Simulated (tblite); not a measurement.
A tight-binding relaxation on `BrBB1CCCCO1`.

Computed with GFN2-xTB geometry optimisation, gas phase (tblite 0.8.0). Start geometry: from a force field or distance geometry. A driver script takes a list of jobs; this job's settings line and coordinates (Å) are shown.

Command:
```bash
OMP_NUM_THREADS=1 python probes_run.py task.json out
```

Input:
```
{"job": {"kind": "relax", "xc": "GFN2-xTB", "basis": "xTB"}, "charge": 0, "multiplicity": 1}
Br     3.611900     1.564300     0.629400
B      2.575000    -0.008200    -0.054100
B      1.068600     0.184400    -0.681900
C      0.115600    -1.061000    -0.961200
C     -0.995300    -1.072800     0.116300
C     -1.638500     0.321700     0.270400
C     -0.547300     1.397800     0.522500
O      0.372300     1.488200    -0.548800
H      3.055400    -1.096500     0.034600
H      0.688300    -2.018500    -0.909600
H     -0.339000    -0.965500    -1.963300
H     -1.780900    -1.808200    -0.177500
H     -0.575000    -1.394000     1.095300
H     -2.339900     0.303600     1.124400
H     -2.203500     0.590800    -0.645600
H     -0.023600     1.204500     1.503400
H     -1.051200     2.381500     0.635700
```

Output:
```
step      E/eV     max force
  0    -647.20541    2.294
  1    -647.46041    1.490
  2    -647.62914    1.607
  3    -647.68410    0.903
  4    -647.76016    0.912
  5    -647.80526    1.068
  6    -647.85975    0.801
  7    -647.90144    0.651
  8    -647.93487    0.499
  9    -647.96189    0.547
... (122 lines left out)
132    -648.62897    0.035
133    -648.62920    0.033
134    -648.62947    0.035
135    -648.62975    0.037
136    -648.62998    0.035
137    -648.63015    0.027
138    -648.63026    0.017
139    -648.63032    0.016
140    -648.63035    0.015
141    -648.63037    0.009
```

«max force» is the largest atomic force in eV/Å.

Q: From which step on does the largest force stay under 0.1 eV/Å, and how much energy is left to gain from there?

A: From step 116 (0.081 eV/Å), 10.4 meV above the end.

Main results: energy lowered by 32.9 kcal/mol over 141 steps; largest atomic force 0.009 eV/Å at the end.

Q: Where do the atoms end?

A: 0.952 Å rms from the input after alignment:
```
atom  x, y, z in Å
Br1    3.4657    0.6807   -1.9542
B2     2.8078    0.1291   -0.2921
B3     1.1684    0.1616    0.0210
C4     0.2606   -1.0216   -0.6059
C5    -1.1608   -1.0060   -0.0374
C6    -1.6553    0.4362    0.0471
C7    -0.7830    1.2248    1.0175
O8     0.5999    1.1407    0.7267
H9     3.6231   -0.3244    0.4266
H10    0.7108   -2.0052   -0.4556
H11    0.2113   -0.8762   -1.6901
H12   -1.8331   -1.5977   -0.6631
H13   -1.1645   -1.4456    0.9632
H14   -2.6901    0.4771    0.3899
H15   -1.6011    0.8961   -0.9424
H16   -0.9247    0.8533    2.0401
H17   -1.0421    2.2892    0.9987
```

Q: How long does this job take on an Arm Neoverse N1 with one thread, shared host?

A: About 1.9 s.
Labels such as C1 count atoms from 1, the log's own numbers from 0.
